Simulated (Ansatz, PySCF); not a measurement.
System: propane-1,1-diselenol, C$_{3}$H$_{8}$Se$_{2}$, net charge 0, singlet state. SMILES: CCC([SeH])[SeH]
Structure (B3LYP-D3(BJ)/def2-TZVP (Ansatz, an electronic-structure program) minimum search):
```xyz
13

C     -2.6245    -0.1696     1.1737
C     -1.4829     0.7425     0.7265
C     -0.1473     0.0252     0.5720
Se    -0.3120    -1.4053    -0.8003
Se     1.3487     1.2652     0.2281
H     -3.5301     0.4143     1.3448
H     -2.3749    -0.6842     2.1040
H     -2.8570    -0.9296     0.4263
H     -1.7381     1.2295    -0.2181
H     -1.3421     1.5403     1.4592
H      0.1367    -0.4569     1.5061
H      1.1364    -1.6258    -0.9116
H      0.8501     1.6878    -1.0907
```

Harmonic wavenumbers (cm⁻¹) at HF/3-21G (Ansatz, at its own minimum) and at B3LYP-D3(BJ)/def2-TZVP (PySCF, at the structure above). Modes are numbered in rising order, 33 in all, and paired by that order; shown are modes over 250 cm⁻¹ that lie over 6 % from every other mode at both levels, one of each degenerate set, at most eight drawn at random. The second level is harmonic too, so this factor is not the one that brings values to measured fundamentals.

```tsv
mode	HF/3-21G (x)	B3LYP-D3(BJ)/def2-TZVP (y)
7	319	296
8	359	337
10	754	660
11	830	753
14	973	917
```

Problem. Fit one scale factor, y = λ·x, by least squares, and use it for mode 9, which lies at 566 cm⁻¹ at HF/3-21G.

Solution. λ = Σxy/Σx² = 2230278/2434787 = 0.9160; the rows scatter about it by 19 cm⁻¹ (root mean square). Prediction for mode 9: 518 cm⁻¹. The wavenumber at B3LYP-D3(BJ)/def2-TZVP is 513 cm⁻¹, so the fit misses by +5 cm⁻¹, against +53 cm⁻¹ without it. The fit is meant for this molecule alone.
